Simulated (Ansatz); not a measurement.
The cluster Na3I4⁻, relaxed as a singlet with RKS r2SCAN-D4/def2-SVPD in Ansatz, starting from the GFN1-xTB geometry. Force threshold 0.02 eV/Å.

In the def2 sets I takes a core potential; there is no spin–orbit coupling. The structure comes from a short search, and lower isomers may exist.

Start:

```xyz
7

Na    1.567   -0.105   -1.712
Na   -0.962   -0.985    0.059
Na   -0.048    1.656    1.624
I    -0.384    2.161   -1.332
I    -2.391    0.078    2.484
I    -0.008   -2.523   -2.352
I     2.225   -0.283    1.229
```

Task: Estimate the energy that the relaxation releases and the steps that it takes.

Result: 0.15 eV, in 22 steps; 2.4 min on 4 threads of Arm Neoverse V1 on a shared host. The force fell under the threshold at step 3, but the optimiser went on and released 0.139 eV more. No frequencies were taken in this run, so the end may be a saddle point.

Task: Does the start keep its bonding?

Result: Bonds lost: Na2–I4 (atoms count from 1).

Task: Predict the relaxed structure.

Result: 
```xyz
7

Na    1.185    0.129   -1.736
Na   -0.590   -1.890    0.720
Na   -0.256    1.702    1.214
I     0.273    2.981   -1.456
I    -2.427   -0.088    2.274
I    -0.237   -2.478   -2.207
I     2.052   -0.356    1.193
```
Bond lengths (bridged metal pairs left out): 9 × I–Na 3.01 to 3.09 Å.
